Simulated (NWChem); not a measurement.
System: CH$_{4}$ClFOSi; SMILES Cl[Si@@H](CO)F

The following NWChem deck was run.

```
start job
memory heap 200 mb stack 900 mb global 1100 mb
geometry units angstroms noautosym nocenter noautoz
  O      0.802934     2.256848     0.150374
  C     -0.263754     1.534111    -0.476757
  Si    -0.466417    -0.158514     0.339215
  F     -1.848958    -0.839149    -0.137554
  Cl     1.085983    -1.411292    -0.190036
  H      0.496908     2.551339     1.022176
  H      0.019862     1.416002    -1.527678
  H     -1.209825     2.099226    -0.467640
  H     -0.475871    -0.050377     1.816459
end
basis spherical
  O library def2-svp
  C library def2-svp
  Si library def2-svp
  F library def2-svp
  Cl library def2-svp
  H library def2-svp
end
dft
  xc b3lyp
  iterations 150
  mulliken
end
task dft energy
esp
  recalculate
  probe 0.07
  range 0.3
  factor 1.0
  spacing 0.02
end
task esp
```

Output (shortened):

```
             Northwest Computational Chemistry Package (NWChem) 7.3.0
             --------------------------------------------------------

                             Geometry "geometry" -> ""
                             -------------------------

 Output coordinates in angstroms (scale by  1.889725989 to convert to a.u.)

  No.       Tag          Charge          X              Y              Z
 ---- ---------------- ---------- -------------- -------------- --------------
    1 O                    8.0000     0.80293400     2.25684800     0.15037400
    2 C                    6.0000    -0.26375400     1.53411100    -0.47675700
    3 Si                  14.0000    -0.46641700    -0.15851400     0.33921500
    4 F                    9.0000    -1.84895800    -0.83914900    -0.13755400
    5 Cl                  17.0000     1.08598300    -1.41129200    -0.19003600
    6 H                    1.0000     0.49690800     2.55133900     1.02217600
    7 H                    1.0000     0.01986200     1.41600200    -1.52767800
    8 H                    1.0000    -1.20982500     2.09922600    -0.46764000
    9 H                    1.0000    -0.47587100    -0.05037700     1.81645900

 Effective nuclear repulsion energy (a.u.)     296.8480371731

                                 NWChem DFT Module
                                 -----------------

 Summary of "ao basis" -> "ao basis" (spherical)
 ------------------------------------------------------------------------------
       Tag                 Description            Shells   Functions and Types
 ---------------- ------------------------------  ------  ---------------------
 O                          def2-svp                 6       14   3s2p1d
 C                          def2-svp                 6       14   3s2p1d
 Si                         def2-svp                 8       18   4s3p1d
 F                          def2-svp                 6       14   3s2p1d
 Cl                         def2-svp                 8       18   4s3p1d
 H                          def2-svp                 3        5   2s1p

            General Information
            -------------------
          SCF calculation type: DFT
          Wavefunction type:  closed shell.
          No. of atoms     :     9
          No. of electrons :    58
           Alpha electrons :    29
            Beta electrons :    29
          Charge           :     0
          Spin multiplicity:     1
          Use of symmetry is: off; symmetry adaption is: off
          Maximum number of iterations: 150
          AO basis - number of functions:    98
                     number of shells:    46
          Convergence on energy requested:  1.00D-06
          Convergence on density requested:  1.00D-05
          Convergence on gradient requested:  5.00D-04

              XC Information
              --------------
                         B3LYP Method XC Potential
                     Hartree-Fock (Exact) Exchange  0.200
                        Slater Exchange Functional  0.800 local
                    Becke 1988 Exchange Functional  0.720 non-local
              Lee-Yang-Parr Correlation Functional  0.810
                  VWN I RPA Correlation Functional  0.190 local

             Grid Information
             ----------------
          Grid used for XC integration:  medium
          Radial quadrature: Mura-Knowles
          Angular quadrature: Lebedev.
          Tag              B.-S. Rad. Rad. Pts. Rad. Cut. Ang. Pts.
          ---              ---------- --------- --------- ---------
          O                   0.60       49          10.0       434
          C                   0.70       49           9.0       434
          Si                  1.10       88           9.0       590
          F                   0.50       49          11.0       434
          Cl                  1.00       88          11.0       590
          H                   0.35       45          10.0       434
          Grid pruning is: on
          Number of quadrature shells:   503
          Spatial weights used:  Erf1

      Superposition of Atomic Density Guess
      -------------------------------------

 Sum of atomic energies:        -961.66765533

      Non-variational initial energy
      ------------------------------

 Total energy =    -963.232960
 1-e energy   =   -1921.254493
 2-e energy   =     661.173495
 HOMO         =      -0.313608
 LUMO         =       0.053440

     ---------------------------------------------
      Total Density - Mulliken Population Analysis
     ---------------------------------------------

    Atom       Charge   Shell Charges
 -----------   ------   -------------------------------------------------------
    1 O    8     8.62   1.99  1.10  0.66  2.99  1.87  0.01
    2 C    6     6.07   1.99  0.94  0.27  1.86  0.97  0.04
    3 Si  14    12.75   2.00  1.99  0.93  0.15  5.93  0.88  0.61  0.26
    4 F    9     9.57   1.99  1.15  0.78  3.52  2.13  0.00
    5 Cl  17    17.41   2.00  1.99  1.22  0.72  5.94  2.16  3.37  0.01
    6 H    1     0.67   0.53  0.07  0.06
    7 H    1     0.91   0.69  0.20  0.02
    8 H    1     0.90   0.68  0.20  0.02
    9 H    1     1.10   0.70  0.39  0.01

   convergence    iter        energy       DeltaE   RMS-Dens  Diis-err
 ---------------- ----- ----------------- --------- --------- ---------
 d= 0,ls=0.0,diis     1   -964.8998496886 -1.26D+03  1.61D-02  8.72D-01
 d= 0,ls=0.0,diis     2   -964.8524022736  4.74D-02  8.49D-03  1.50D+00
 d= 0,ls=0.0,diis     3   -964.9943785371 -1.42D-01  1.31D-03  3.77D-02
 d= 0,ls=0.0,diis     4   -964.9970825220 -2.70D-03  6.05D-04  3.33D-03
 d= 0,ls=0.0,diis     5   -964.9974814280 -3.99D-04  1.50D-04  2.48D-04
  Resetting Diis
 d= 0,ls=0.0,diis     6   -964.9975114552 -3.00D-05  2.74D-05  1.26D-05
 d= 0,ls=0.0,diis     7   -964.9975124920 -1.04D-06  2.17D-05  2.23D-06
 d= 0,ls=0.0,diis     8   -964.9975122155  2.77D-07  1.30D-05  5.33D-06
 d= 0,ls=0.0,diis     9   -964.9975127031 -4.88D-07  1.34D-06  1.62D-08

         Total DFT energy =     -964.997512703104
      One electron energy =    -1924.262450453634
           Coulomb energy =      737.686420301807
    Exchange-Corr. energy =      -75.269519724394
 Nuclear repulsion energy =      296.848037173117

 Numeric. integr. density =       58.000001850896

                       DFT Final Molecular Orbital Analysis
                       ------------------------------------

 Vector   27  Occ=2.000000D+00  E=-3.317465D-01
              MO Center=  9.4D-01, -1.3D+00, -1.6D-01, r^2= 1.6D+00
   Bfn.  Coefficient  Atom+Function         Bfn.  Coefficient  Atom+Function
  ----- ------------  ---------------      ----- ------------  ---------------
    72      0.439425  5 Cl py                71      0.403937  5 Cl px
    69      0.332093  5 Cl py                68      0.303581  5 Cl px
    66      0.192773  5 Cl py                65      0.176326  5 Cl px
    73      0.157962  5 Cl pz                70      0.120026  5 Cl pz
    50     -0.112476  4 F  px                39      0.079704  3 Si px

 Vector   28  Occ=2.000000D+00  E=-3.283212D-01
              MO Center=  8.2D-01, -7.9D-01,  2.0D-02, r^2= 3.1D+00
   Bfn.  Coefficient  Atom+Function         Bfn.  Coefficient  Atom+Function
  ----- ------------  ---------------      ----- ------------  ---------------
    73      0.535971  5 Cl pz                70      0.407040  5 Cl pz
    67      0.235873  5 Cl pz                95     -0.173234  9 H  s
     5     -0.166980  1 O  py                94     -0.162484  9 H  s
    72     -0.156322  5 Cl py                 8     -0.127056  1 O  py
     4      0.113729  1 O  px                69     -0.111724  5 Cl py

[...]

                     NWChem Electrostatic Potential Fit Module
                     -----------------------------------------

 Atom parameters

 Number of atoms is                                    9
 Number of basis functions is                         98

 Grid parameters

 Maximum number of grid points is                  39505
 Number of grid points is                          39504
 Grid range                                     0.300000 nm
 Grid spacing                                   0.020000 nm
 Probe radius                                   0.070000 nm
 Atom radius factor                             1.000000

 Atomic radii

    1    0.100000
    6    0.147000
    8    0.136000
    9    0.128000
   14    0.187000
   17    0.169000
 FASTESP  F
  using M.O. file = ./job.movecs

    Atom              Coordinates                           Charge

                                                  ESP

    1 O     0.080293    0.225685    0.015037   -0.588638
    2 C    -0.026375    0.153411   -0.047676    0.188180
    3 Si   -0.046642   -0.015851    0.033922    0.571363
    4 F    -0.184896   -0.083915   -0.013755   -0.285793
    5 Cl    0.108598   -0.141129   -0.019004   -0.194281
    6 H     0.049691    0.255134    0.102218    0.365380
    7 H     0.001986    0.141600   -0.152768    0.044849
    8 H    -0.120983    0.209923   -0.046764   -0.002205
    9 H    -0.047587   -0.005038    0.181646   -0.098854
                                            ------------
                                               -0.000000

 Dipole moment                                  0.943023

 Quadrupole moment Qxx                         -5.666729
                   Qyy                         -4.951006
                   Qzz                         10.617735

 RMS deviation kJ/mol                           0.056560

 RRMS %                                        22.750275
```

Level: B3LYP/def2-SVP. All runs use the structure optimised with B3LYP/6-31G* (spherical d).
